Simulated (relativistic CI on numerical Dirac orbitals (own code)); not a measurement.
## B+: computed level list

These numbers are calculated, not measured: Dirac-Coulomb-Breit CI, orbitals from a KLI potential per configuration, a model potential for QED, valence Slater integrals scaled by 0.85, P86 correlation estimate, and configurations built on the next ion tied to the tabulated ionisation energy (semi-empirical) (own radial code, finite nucleus).

Configurations in the expansion (outside the closed core 1s2): 2s², 2s2p, 2p², 2s3s, 2s3p, 2s3d, 2s4s, 2p3s, 2p3p, 2s4p, 2s4d, 2s4f, 3s², 3s3p, 3p². Levels of other configurations are missing.

| No. | Configuration | Term | J | E (cm⁻¹) | % | Next component (%) | jj configuration (%) |
| --- | --- | --- | --- | --- | --- | --- | --- |
| 1 | 2s² | ¹S | 0 | 0.0 | 93 | 7 2p² ¹S | closed (93) |
| 2 | 2s2p | ³P° | 0 | 37318.0 | 100 |  | 2s 2p1/2 (100) |
| 3 | 2s2p | ³P° | 1 | 37322.9 | 100 |  | 2s 2p1/2 (67) |
| 4 | 2s2p | ³P° | 2 | 37337.0 | 100 |  | 2s 2p3/2 (100) |
| 5 | 2s2p | ¹P° | 1 | 75683.9 | 99 | 1 2s3p ¹P° | 2s 2p3/2 (66) |
| 6 | 2p²‡ | ³P | 0 | 99741.8 | 100 |  | 2p1/2^2 (67) |
| 7 | 2p²‡ | ³P | 1 | 99749.4 | 100 |  | 2p1/2 2p3/2 (100) |
| 8 | 2p²‡ | ³P | 2 | 99760.4 | 100 |  | 2p3/2^2 (66) |
| 9 | 2p²‡ | ¹D | 2 | 106545.5 | 94 | 5 2s3d ¹D | 2p1/2 2p3/2 (62) |
| 10 | 2s3s | ³S | 1 | 129347.7 | 98 | 1 2p3p ³S | 2s 3s (98) |
| 11 | 2p²‡ | ¹S | 0 | 131034.6 | 56 | 40 2s3s ¹S | 2s 3s (40) |
| 12 | 2s3s | ¹S | 0 | 136234.2 | 57 | 36 2p² ¹S | 2s 3s (57) |
| 13 | 2s3p | ³P° | 0 | 143966.9 | 99 |  | 2s 3p1/2 (99) |
| 14 | 2s3p | ³P° | 1 | 143968.3 | 99 |  | 2s 3p1/2 (67) |
| 15 | 2s3p | ³P° | 2 | 143971.8 | 99 |  | 2s 3p3/2 (99) |
| 16 | 2s3p | ¹P° | 1 | 144705.7 | 95 | 5 2p3s ¹P° | 2s 3p3/2 (63) |
| 17 | 2s3d | ³D | 2 | 150382.9 | 99 | 1 2p3p ³D | 2s 3d3/2 (59) |
| 18 | 2s3d | ³D | 1 | 150383.0 | 99 | 1 2p3p ³D | 2s 3d3/2 (99) |
| 19 | 2s3d | ³D | 3 | 150383.3 | 99 | 1 2p3p ³D | 2s 3d5/2 (99) |
| 20 | 2s3d | ¹D | 2 | 155168.0 | 93 | 4 2p² ¹D | 2s 3d5/2 (56) |
| 21 | 2s4s | ³S | 1 | 166969.0 | 99 |  | 2s 4s (99) |
| 22 | 2s4s | ¹S | 0 | 168600.6 | 98 | 2 2p3p ¹S | 2s 4s (98) |
| 23 | 2s4p | ¹P° | 1 | 171567.5 | 92 | 8 2p3s ¹P° | 2s 4p3/2 (61) |
| 24 | 2s4p | ³P° | 0 | 172154.8 | 100 |  | 2s 4p1/2 (100) |
| 25 | 2s4p | ³P° | 1 | 172155.3 | 100 |  | 2s 4p1/2 (66) |
| 26 | 2s4p | ³P° | 2 | 172156.6 | 100 |  | 2s 4p3/2 (100) |
| 27 | 2s4d | ³D | 2 | 174495.1 | 100 |  | 2s 4d3/2 (60) |
| 28 | 2s4d | ³D | 1 | 174495.1 | 100 |  | 2s 4d3/2 (100) |
| 29 | 2s4d | ³D | 3 | 174495.2 | 100 |  | 2s 4d5/2 (100) |
| 30 | 2s4f | ³F° | 3 | 175439.0 | 100 |  | 2s 4f5/2 (57) |
| 31 | 2s4f | ³F° | 4 | 175439.0 | 100 |  | 2s 4f7/2 (100) |
| 32 | 2s4f | ³F° | 2 | 175439.0 | 100 |  | 2s 4f5/2 (100) |
| 33 | 2s4f | ¹F° | 3 | 175480.9 | 100 |  | 2s 4f7/2 (57) |
| 34 | 2s4d | ¹D | 2 | 177004.8 | 97 | 2 2p² ¹D | 2s 4d5/2 (58) |
| 35 | 2p3s‡ | ³P° | 0 | 182394.5 | 99 |  | 2p1/2 3s (99) |
| 36 | 2p3s‡ | ³P° | 1 | 182404.3 | 99 |  | 2p1/2 3s (66) |
| 37 | 2p3s‡ | ³P° | 2 | 182424.6 | 99 |  | 2p3/2 3s (99) |
| 38 | 2p3s‡ | ¹P° | 1 | 188238.7 | 87 | 8 2s4p ¹P° | 2p3/2 3s (58) |
| 39 | 2p3p‡ | ¹P | 1 | 190545.9 | 100 |  | 2p3/2 3p3/2 (55) |
| 40 | 2p3p‡ | ³D | 1 | 192231.9 | 99 | 1 2s3d ³D | 2p1/2 3p1/2 (73) |
| 41 | 2p3p‡ | ³D | 2 | 192243.8 | 99 | 1 2s3d ³D | 2p1/2 3p3/2 (50) |
| 42 | 2p3p‡ | ³D | 3 | 192262.1 | 99 | 1 2s3d ³D | 2p3/2 3p3/2 (99) |
| 43 | 2p3p‡ | ³S | 1 | 194651.7 | 98 | 1 2s3s ³S | 2p3/2 3p3/2 (37) |
| 44 | 2p3p‡ | ³P | 0 | 195762.8 | 100 |  | 2p1/2 3p1/2 (67) |
| 45 | 2p3p‡ | ³P | 1 | 195768.7 | 100 |  | 2p3/2 3p1/2 (51) |
| 46 | 2p3p‡ | ³P | 2 | 195779.0 | 100 |  | 2p3/2 3p3/2 (66) |
| 47 | 2p3p‡ | ¹D | 2 | 198854.6 | 99 |  | 2p3/2 3p3/2 (33) |

Energies count from the lowest computed level; ° marks odd parity. Filled j subshells are mostly left out of the jj labels. ‡ marks configurations that were not tied to measured data.

The mean weight of the leading LS term, summed over parents, in these 47 levels is 97 %, and that of the leading jj configuration (from the same eigenvectors) 76 %, so LS coupling describes them better.

Configurations that consist of the next ion and one excited electron were tied to the tabulated ionisation energy; Rydberg ones are usually within 1,000 to 3,000 cm⁻¹ and the lowest ones within about 6,000 (9,000 in d shells), while levels on excited terms of the next ion carry the error of that term, and the other configurations can be misplaced by 10,000 cm⁻¹ or more. Rates follow the energies as ν³ (E1, M1) or ν⁵ (E2), so rates, branching and lifetimes can be off by large factors. The fine structure of a lone outer electron comes out too small, for d and f at times inverted, and misplaced configurations move strength between like terms. 18 of the 18 excited levels that our extract of the measured tables holds in this range could be paired (the sources list more); they are missed by 820 cm⁻¹ on average and 4183 at most, and levels without a partner can miss by more.

LS names give the leading component of a level, which can be under half, so a name can repeat, a term be missing and a line seem to break the LS rules.
